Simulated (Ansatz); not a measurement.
Mulliken charges of CH5AlFN (`FC[NH][AlH2]`) from B3LYP/def2-TZVPP in Ansatz (PBE0-D4/def2-TZVP geometry).

```csv
atom,x (Å),y (Å),z (Å),charge (e)
F1,1.014,1.593,1.054,-0.260
C2,-0.022,1.211,0.195,0.107
N3,0.289,0.030,-0.507,-0.293
Al4,-0.202,-1.624,-0.061,0.432
H5,-0.182,2.065,-0.470,0.091
H6,-0.904,1.059,0.824,0.087
H7,0.943,0.191,-1.260,0.122
H8,0.369,-2.812,-0.934,-0.139
H9,-1.216,-1.760,1.143,-0.146
```

**Question.** By hand: the dipole of these point charges (1 e Å = 4.8032 D).

**Answer.** Σ q r = (-0.292, -0.044, -0.293) e Å, of length 0.416 e Å = 2.00 D.

**Question.** How does the dipole of the full density compare? (Best estimate.)

**Answer.** Computed: (-0.166, -0.058, -0.320) e Å, 1.75 D; the point charges give 1.14 times that, at 18° from its direction.

Point charges leave out the atoms' own dipoles, such as those of lone pairs, and Mulliken's split depends on the basis, so the close match here is no proof of good charges.

B3LYP here is the variant with VWN-RPA as its local correlation; programs differ in this.
